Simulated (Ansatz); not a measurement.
The cluster ZrAg4⁺, relaxed as a doublet with UKS r2SCAN-D4/def2-SVP in Ansatz, starting from the GFN2-xTB geometry. Force threshold 0.02 eV/Å.

In the def2 sets Ag, Zr take a core potential; there is no spin–orbit coupling. The structure comes from a short search, and lower isomers may exist.

Start:

```xyz
5

Zr    0.002   -0.010    0.763
Ag    2.734   -0.427    1.638
Ag   -2.712    0.390    1.696
Ag   -1.380    0.224   -2.040
Ag    1.356   -0.177   -2.057
```

Task: Estimate the energy that the relaxation releases and the steps that it takes.

Result: 33.4 kcal/mol, in 8 steps; 4.6 min on 4 threads of Arm Neoverse V1 on a shared host. No frequencies were taken in this run, so the end may be a saddle point.

Task: Does the start keep its bonding and symmetry?

Result: Bonds formed: Ag2–Ag5, Ag3–Ag4 (atoms count from 1). Point group C2v at the start, C2v at the end, both within 0.05 Å.

Task: Predict the relaxed structure.

Result: 
```xyz
5

Zr    0.0084   -0.0201    1.1126
Ag    2.7972   -0.4241    0.7985
Ag   -2.7826    0.4095    0.8548
Ag   -1.3130    0.2107   -1.3689
Ag    1.2900   -0.1760   -1.3969
```
Bond lengths (bridged metal pairs left out): 4 × Ag–Zr 2.82 to 2.84 Å; 3 × Ag–Ag 2.63 to 2.67 Å.
